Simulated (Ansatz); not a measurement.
Relaxation of C$_{2}$H$_{8}$GeN$_{2}$O (14 atoms, charge 0, multiplicity 1), to a largest force component of 0.015 eV/Å in at most 40 steps.

These are results of Ansatz, RHF/def2-SVP, not measurements.

```xyz
14
Properties=species:S:1:pos:R:3:forces:R:3
N 1.929 0.820 0.433 -1.78 3.83 -0.63
C 0.450 0.947 0.720 1.16 -0.27 0.04
N -0.347 0.087 -0.191 1.10 2.41 -0.95
Ge -1.010 -1.478 0.484 -2.61 -0.70 -0.15
C -0.505 0.454 -1.565 -3.10 -4.31 0.29
O -1.160 -0.260 -2.335 2.56 2.51 2.63
H 2.316 1.812 0.463 -0.43 -2.55 0.01
H 2.371 0.282 1.127 0.58 -0.49 0.77
H 0.115 2.019 0.660 0.49 -1.09 -0.25
H 0.294 0.653 1.802 -0.34 0.15 -1.49
H -0.752 -1.656 2.011 0.35 0.34 -0.56
H -2.604 -1.413 0.331 1.01 -0.03 0.19
H -0.579 -2.676 -0.316 0.45 -0.36 -0.12
H -0.115 1.399 -1.903 0.57 0.54 0.22
```

Task: Where does it end, and by what steps?

Result: It converged. After 14 steps the energy has fallen by 0.910 eV; H8 moved furthest, 0.60 Å.

| step | energy less start (eV) | largest force component (eV/Å) | accepted |
| --- | --- | --- | --- |
| 0 | 0.0000 | 4.308 | yes |
| 1 | -0.5919 | 2.144 | yes |
| 2 | -0.7345 | 1.431 | yes |
| 3 | -0.8259 | 0.696 | yes |
| 4 | -0.8199 | 0.698 | no |
| 5 | -0.8809 | 0.364 | yes |
| 6 | -0.9013 | 0.118 | yes |
| 7 | -0.9083 | 0.081 | yes |
| 8 | -0.9042 | 0.262 | no |
| 9 | -0.9090 | 0.072 | yes |
| 10 | -0.9062 | 0.313 | no |
| 11 | -0.9096 | 0.031 | yes |
| 12 | -0.9098 | 0.032 | yes |
| 13 | -0.9099 | 0.019 | yes |
| 14 | -0.9099 | 0.015 | yes |

```xyz
14
Properties=species:S:1:pos:R:3
N 1.841 0.988 0.350
C 0.444 1.023 0.709
N -0.334 0.119 -0.111
Ge -1.096 -1.494 0.462
C -0.487 0.397 -1.429
O -1.076 -0.316 -2.183
H 2.363 1.699 0.830
H 2.255 0.099 0.566
H 0.090 2.048 0.570
H 0.249 0.768 1.755
H -0.746 -1.555 1.956
H -2.609 -1.456 0.275
H -0.463 -2.673 -0.273
H -0.029 1.341 -1.756
```

Time of the run: 58 s on 2 threads of Arm Neoverse V1, with other jobs on the host, peak memory 0.42 GiB.
